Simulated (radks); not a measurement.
Question: Hf, 72 electrons, occupied as [Xe] 4f14 5d2.5 6s1.5 (fractional occupations, a model configuration). Method: scalar-relativistic Kohn-Sham, PBE, spin-unpolarised, spherical densities, point nucleus; computed with a radial shooting solver on a logarithmic mesh with Libxc functionals. Some entries of the table are withheld. Estimate them.

| orbital | occ. | eigenvalue (hartree) | <r^2> (bohr^2) | <1/r> (bohr^-1) |
|---|---|---|---|---|
| 1s | 2 | -2399.280 | 0.0004949 | 83.84 |
| 2s | 2 | -410.2956 | 0.007639 | 19.57 |
| 2p | 6 | -360.2307 | 0.006284 | (1) |
| 3s | 2 | -93.46665 | 0.04976 | 7.241 |
| 3p | 6 | -78.51246 | 0.05041 | (2) |
| 3d | 10 | -60.82459 | 0.04187 | 6.350 |
| 4s | 2 | -18.80887 | 0.2475 | 3.067 |
| 4p | 6 | -13.90380 | 0.2818 | 2.792 |
| 4d | 10 | -7.56773 | 0.3323 | 2.475 |
| 5s | 2 | -2.43511 | 1.452 | 1.171 |
| 5p | 6 | -1.28182 | 2.061 | 0.9726 |
| 4f | 14 | -0.59130 | 0.5970 | 1.917 |
| 6s | 1.5 | (3) | (4) | 0.3601 |
| 5d | 2.5 | -0.08445 | 8.652 | 0.5235 |

Answer: 
(1) 2p <1/r> (bohr^-1): 17.85
(2) 3p <1/r> (bohr^-1): 6.712
(3) 6s eigenvalue (hartree): -0.18009
(4) 6s <r^2> (bohr^2): 14.00
